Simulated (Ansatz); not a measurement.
Series GeCl3X: PBE0-D4/def2-TZVP single points in Ansatz on relaxed structures, gas phase. Core potentials for I, no spin–orbit coupling. Binding counts from free atoms in the multiplicity of their measured ground term, without zero-point energy. The structures are stationary points that may keep the symmetry of their start. Remarks come from the PBE and PBE0 runs and from stability tests at other levels; not every state was tested. HOMO above LUMO (over both spins in singlets and doublets, within one spin in higher multiplets; at PBE or PBE0), or a gap under 0.15 eV within one spin, warns that the state may not be the lowest or that an electron is smeared out.

Q: Estimate the order by gap (eV), lowest first.
A. Ge(SiH3)Cl3 (SiGeH3Cl3) (singlet)
B. Ge(NMeEt)Cl3 (C3H8Cl3GeN) (singlet)
C. Ge(OH)Cl3 (GeCl3OH) (singlet)
D. GeFCl3 (GeCl3F) (singlet)
E. Ge(vinyl)Cl3 (C2H3Cl3Ge) (singlet)
F. GeICl3 (singlet)
G. GeCl3(OiPr) (C3H7Cl3GeO) (singlet)
H. GeHCl3 (singlet)

A: B (5.51), F (5.67), A (6.92), G (7.00), E (7.47), D (7.64), C (7.72), H (7.86).

In full:

```tsv
species	atoms	state	geometry	HOMO (eV)	LUMO (eV)	gap (eV)	vertical IE (eV)	vertical triplet (eV)	binding per atom (eV)	point group (within 0.1 Å)	remarks
GeFCl3 (GeCl3F)	5	singlet	PBE0-D4/def2-SVP	-9.82	-2.17	7.64	11.87	5.89	3.17	C3v	gap within one spin near zero at PBE or PBE0 (+1 doublet), gap within one spin near zero at PBE or PBE0 (triplet)
GeICl3	5	singlet	PBE0-D4/def2-SVP	-8.44	-2.77	5.67	10.44	4.15	2.72	C3v	gap within one spin near zero at PBE or PBE0 (+1 doublet), HOMO above LUMO (+1 doublet), gap within one spin near zero at PBE or PBE0 (triplet), HOMO above LUMO (triplet)
GeHCl3	5	singlet	PBE0-D4/def2-SVP	-9.39	-1.52	7.86	11.43	6.18	2.84	C3v	gap within one spin near zero at PBE or PBE0 (+1 doublet), gap within one spin near zero at PBE or PBE0 (triplet)
Ge(OH)Cl3 (GeCl3OH)	6	singlet	PBE0-D4/def2-SVP	-9.50	-1.78	7.72	11.53	5.99	3.25	Cs	gap within one spin near zero at PBE or PBE0 (+1 doublet), HOMO above LUMO (+1 doublet), gap within one spin near zero at PBE or PBE0 (triplet), HOMO above LUMO (triplet)
GeMeCl3 (CH3Cl3Ge)	8	singlet	r2SCAN-D4/def2-SVP	-9.17	-1.27	7.90	11.11	6.19	3.45	–	gap within one spin near zero at PBE or PBE0 (+1 doublet), gap within one spin near zero at PBE or PBE0 (triplet)
Ge(SiH3)Cl3 (SiGeH3Cl3)	8	singlet	PBE-D4/def2-SVP	-8.72	-1.80	6.92	10.50	5.18	2.93	C3	–
Ge(vinyl)Cl3 (C2H3Cl3Ge)	9	singlet	PBE0-D4/def2-SVP	-8.87	-1.39	7.47	10.74	4.15	3.77	–	gap within one spin near zero at PBE or PBE0 (+1 doublet), HOMO above LUMO (+1 doublet)
GeCl3(OiPr) (C3H7Cl3GeO)	15	singlet	r2SCAN-D4/def2-SVP	-8.71	-1.70	7.00	10.48	5.63	3.86	–	gap within one spin near zero at PBE or PBE0 (+1 doublet), gap within one spin near zero at PBE or PBE0 (triplet), HOMO above LUMO (triplet)
Ge(NMeEt)Cl3 (C3H8Cl3GeN)	16	singlet	PBE-D4/def2-SVP	-7.16	-1.64	5.51	8.83	4.20	3.77	–	–
```

The gap (eV) runs from 5.51 (Ge(NMeEt)Cl3) to 7.90 (GeMeCl3). The vertical IE (eV) runs from 8.83 (Ge(NMeEt)Cl3) to 11.87 (GeFCl3). The vertical triplet (eV) runs from 4.15 (GeICl3) to 6.19 (GeMeCl3).
